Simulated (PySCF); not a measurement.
C₂H₆Se₂, triplet, at a GFN2-xTB geometry (a higher spin typed on purpose: for a closed-shell molecule this is an excited state); BP86/3-21G in PySCF.

Here is a job for PySCF.
```python
from pyscf import gto, scf, dft

mol = gto.Mole()
mol.atom = '''
    C     2.408754   -0.260642   -0.232010
    Se    1.019854    0.638840    0.781680
    Se   -1.020044   -0.605067   -0.807866
    C    -2.408093    0.142896    0.323305
    H     3.074048    0.489261   -0.651170
    H     1.945919   -0.844231   -1.024836
    H     2.959978   -0.910199    0.442715
    H    -3.080895    0.730943   -0.294921
    H    -1.945494    0.768615    1.083466
    H    -2.951076   -0.676192    0.787300
'''
mol.basis = '3-21g'
mol.charge = 0
mol.spin = 2
mol.verbose = 3
mol.build()

mf = dft.UKS(mol)
mf.xc = 'bp86'
mf.kernel()
mf.analyze()
```

What the program printed (banner, timings and long lists left out):

```
converged SCF energy = -4860.23836953874  <S^2> = 2.0021035  2S+1 = 3.001402
**** MO energy ****
                             alpha | beta                alpha | beta
MO #1   energy= -449.278636767929  | -449.276766186074  occ= 1 | 1
MO #2   energy= -449.278632663659  | -449.276762080297  occ= 1 | 1
MO #3   energy= -57.1209426788368  | -57.1197466864925  occ= 1 | 1
MO #4   energy= -57.1208013264675  | -57.1196054302143  occ= 1 | 1
MO #5   energy= -51.1383339232009  | -51.1373565980562  occ= 1 | 1
MO #6   energy= -51.1382871320118  | -51.1373156712953  occ= 1 | 1
MO #7   energy= -51.1368476861541  | -51.1345062758223  occ= 1 | 1
MO #8   energy= -51.1367047865411  | -51.1344301120245  occ= 1 | 1
MO #9   energy= -51.1366887994807  | -51.1343475559235  occ= 1 | 1
MO #10  energy= -51.1365996221592  | -51.1343310712483  occ= 1 | 1
MO #11  energy= -9.87131190716373  | -9.87162783028267  occ= 1 | 1
MO #12  energy= -9.87130060919659  | -9.87161645065909  occ= 1 | 1
MO #13  energy= -7.46573059971293  | -7.46310337903644  occ= 1 | 1
MO #14  energy= -7.46570786468476  | -7.46308132735841  occ= 1 | 1
MO #15  energy= -5.42592485319035  | -5.42424193221387  occ= 1 | 1
MO #16  energy= -5.42592201405305  | -5.42423882518958  occ= 1 | 1
MO #17  energy= -5.41957071119961  | -5.41604023761385  occ= 1 | 1
MO #18  energy= -5.41956499855675  | -5.41603387410272  occ= 1 | 1
MO #19  energy= -5.41951257782824  | -5.41596842403607  occ= 1 | 1
MO #20  energy= -5.41950580837355  | -5.41596326484794  occ= 1 | 1
MO #21  energy= -1.83733420402294  | -1.83511031099602  occ= 1 | 1
MO #22  energy= -1.83700388569269  | -1.83476948258905  occ= 1 | 1
MO #23  energy= -1.83183968314778  | -1.82907414571261  occ= 1 | 1
MO #24  energy= -1.8317606760261   | -1.82904236535136  occ= 1 | 1
MO #25  energy= -1.83169032400529  | -1.82900914661716  occ= 1 | 1
MO #26  energy= -1.83168348971264  | -1.82899592082191  occ= 1 | 1
MO #27  energy= -1.82705792816837  | -1.82288783387259  occ= 1 | 1
MO #28  energy= -1.82645894946108  | -1.82233145046465  occ= 1 | 1
MO #29  energy= -1.82634548391098  | -1.82219537628386  occ= 1 | 1
MO #30  energy= -1.82632759424434  | -1.82218391263582  occ= 1 | 1
MO #31  energy= -0.700730281235932 | -0.690765752249239 occ= 1 | 1
MO #32  energy= -0.68686750299586  | -0.679642703715396 occ= 1 | 1
MO #33  energy= -0.568915924854074 | -0.553472498486668 occ= 1 | 1
MO #34  energy= -0.551273900012046 | -0.532496155315598 occ= 1 | 1
MO #35  energy= -0.39410573547949  | -0.390111958213686 occ= 1 | 1
MO #36  energy= -0.388080332333724 | -0.385020683310978 occ= 1 | 1
MO #37  energy= -0.386112774136871 | -0.383519245445484 occ= 1 | 1
MO #38  energy= -0.384931579531229 | -0.383178266093371 occ= 1 | 1
MO #39  energy= -0.314824396697795 | -0.305696811296073 occ= 1 | 1
MO #40  energy= -0.309568395918313 | -0.301361818845196 occ= 1 | 1
MO #41  energy= -0.250713149861362 | -0.225029488886261 occ= 1 | 1
MO #42  energy= -0.224100900603847 | -0.193862491338734 occ= 1 | 1
MO #43  energy= -0.193042997716619 | -0.159792198169491 occ= 1 | 0
MO #44  energy= -0.145398892408966 | -0.110952906871677 occ= 1 | 0
MO #45  energy= 0.00420068778871929 | 0.0134795083332866 occ= 0 | 0
MO #46  energy= 0.013858650764599  | 0.0245520785296076 occ= 0 | 0
MO #47  energy= 0.113550388048222  | 0.115794824905546  occ= 0 | 0
MO #48  energy= 0.126954591898415  | 0.128385577290965  occ= 0 | 0
MO #49  energy= 0.13905926927494   | 0.140463163847226  occ= 0 | 0
MO #50  energy= 0.145091865488654  | 0.146432367136295  occ= 0 | 0
MO #51  energy= 0.145386251421093  | 0.148200509116486  occ= 0 | 0
MO #52  energy= 0.16056392306544   | 0.165391975253003  occ= 0 | 0

To work with the spin densities directly, `use mulliken_meta_spin()` only printing them here.

 ** Mulliken spin pop alpha/beta on meta-lowdin orthogonal AOs **
 ** Mulliken Spin Density (per atom)  **
spin density of  0 C =     -0.02429
spin density of  1 Se =      0.98549
spin density of  2 Se =      0.98549
spin density of  3 C =     -0.02429
spin density of  4 H =      0.00970
spin density of  5 H =      0.01789
spin density of  6 H =      0.01121
spin density of  7 H =      0.00970
spin density of  8 H =      0.01789
spin density of  9 H =      0.01121
 ** Mulliken pop alpha/beta on meta-lowdin orthogonal AOs **
 ** Mulliken atomic charges   ( Nelec_alpha | Nelec_beta ) **
charge of  0C =     -0.40625  (     3.19098      3.21527 )
charge of  1Se =      0.03050  (    17.47750     16.49200 )
charge of  2Se =      0.03050  (    17.47750     16.49200 )
charge of  3C =     -0.40625  (     3.19098      3.21527 )
charge of  4H =      0.12694  (     0.44138      0.43168 )
charge of  5H =      0.12120  (     0.44835      0.43046 )
charge of  6H =      0.12761  (     0.44180      0.43059 )
charge of  7H =      0.12694  (     0.44138      0.43168 )
charge of  8H =      0.12120  (     0.44835      0.43046 )
charge of  9H =      0.12761  (     0.44180      0.43059 )
Dipole moment(X, Y, Z, Debye):  0.00058, -0.10670,  0.08276
```
